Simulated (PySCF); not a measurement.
## UHF on Sm (samarium, neutral)

Configuration: [Xe] 4f7 6s1, high-spin 9S determinant (an excited configuration). All numbers are calculated (PySCF 2.14, scalar relativity by spin-free X2C-1e, in ANO-RCC-VTZP (8s7p5d3f2g1h, 104 functions)).

```
Total energy                        : -10422.122744 hartree
One-electron energy                 : -14268.8286 hartree
Hartree (Coulomb) energy            : 4082.3229 hartree
Exchange energy                     : -235.6171 hartree
⟨S²⟩                                : 20.0098
⟨L²⟩                                : 0.000
Sum of ⟨r⟩                          : 42.54 bohr
Sum of ⟨r²⟩                         : 76.78 bohr²
Langevin diamagnetic susceptibility : -60.8 ×10⁻⁶ cm³/mol
```

```json
{"shell": "1s α", "electrons": "1", "mean orbital energy (eV)": "-47047.2", "rms radius, mean of both spins (bohr)": "0.0259"}
{"shell": "1s β", "electrons": "1", "mean orbital energy (eV)": "-47047.1", "rms radius, mean of both spins (bohr)": "0.0259"}
{"shell": "2s α", "electrons": "1", "mean orbital energy (eV)": "-7796.9", "rms radius, mean of both spins (bohr)": "0.105"}
{"shell": "2s β", "electrons": "1", "mean orbital energy (eV)": "-7796.8", "rms radius, mean of both spins (bohr)": "0.105"}
{"shell": "2p α", "electrons": "3", "mean orbital energy (eV)": "-6958.0", "rms radius, mean of both spins (bohr)": "0.0941"}
{"shell": "2p β", "electrons": "3", "mean orbital energy (eV)": "-6957.9", "rms radius, mean of both spins (bohr)": "0.0941"}
{"shell": "3s α", "electrons": "1", "mean orbital energy (eV)": "-1750.7", "rms radius, mean of both spins (bohr)": "0.271"}
{"shell": "3s β", "electrons": "1", "mean orbital energy (eV)": "-1747.2", "rms radius, mean of both spins (bohr)": "0.271"}
{"shell": "3p α", "electrons": "3", "mean orbital energy (eV)": "-1481.9", "rms radius, mean of both spins (bohr)": "0.272"}
{"shell": "3p β", "electrons": "3", "mean orbital energy (eV)": "-1478.1", "rms radius, mean of both spins (bohr)": "0.272"}
{"shell": "3d α", "electrons": "5", "mean orbital energy (eV)": "-1112.7", "rms radius, mean of both spins (bohr)": "0.250"}
{"shell": "3d β", "electrons": "5", "mean orbital energy (eV)": "-1108.5", "rms radius, mean of both spins (bohr)": "0.250"}
{"shell": "4s α", "electrons": "1", "mean orbital energy (eV)": "-366.40", "rms radius, mean of both spins (bohr)": "0.617"}
{"shell": "4s β", "electrons": "1", "mean orbital energy (eV)": "-356.50", "rms radius, mean of both spins (bohr)": "0.617"}
{"shell": "4p α", "electrons": "3", "mean orbital energy (eV)": "-275.94", "rms radius, mean of both spins (bohr)": "0.655"}
{"shell": "4p β", "electrons": "3", "mean orbital energy (eV)": "-264.87", "rms radius, mean of both spins (bohr)": "0.655"}
{"shell": "4d α", "electrons": "5", "mean orbital energy (eV)": "-145.96", "rms radius, mean of both spins (bohr)": "0.729"}
{"shell": "4d β", "electrons": "5", "mean orbital energy (eV)": "-131.31", "rms radius, mean of both spins (bohr)": "0.729"}
{"shell": "5s α", "electrons": "1", "mean orbital energy (eV)": "-49.202", "rms radius, mean of both spins (bohr)": "1.57"}
{"shell": "5s β", "electrons": "1", "mean orbital energy (eV)": "-44.445", "rms radius, mean of both spins (bohr)": "1.57"}
{"shell": "5p α", "electrons": "3", "mean orbital energy (eV)": "-25.377", "rms radius, mean of both spins (bohr)": "1.87"}
{"shell": "5p β", "electrons": "3", "mean orbital energy (eV)": "-21.708", "rms radius, mean of both spins (bohr)": "1.87"}
{"shell": "4f α", "electrons": "7", "mean orbital energy (eV)": "-5.106", "rms radius, mean of both spins (bohr)": "1.21"}
{"shell": "6s α", "electrons": "1", "mean orbital energy (eV)": "-3.943", "rms radius, mean of both spins (bohr)": "5.53"}
```

Spin-orbit coupling, which splits the p, d and f shells strongly at this Z, is absent.

Densities and radii are taken from the X2C orbitals without a picture-change correction, which distorts them close to the nucleus.

Spin-orbit constants ζ (cm⁻¹) from the X2C one-electron operator on these orbitals: bare nucleus, nucleus screened by l(l+1)(2l+1)/3 electrons, and screened by the Breit-Pauli mean field of the electrons.

```
shell     bare  screened nucleus  mean field
   2p  3151000           3050000         n/a
   3p   644900            624100         n/a
   3d   100200             84020         n/a
   4p   137200            132700         n/a
   4d    17770             14900         n/a
   4f     2089              1145         n/a
   5p    16330             15800         n/a
```
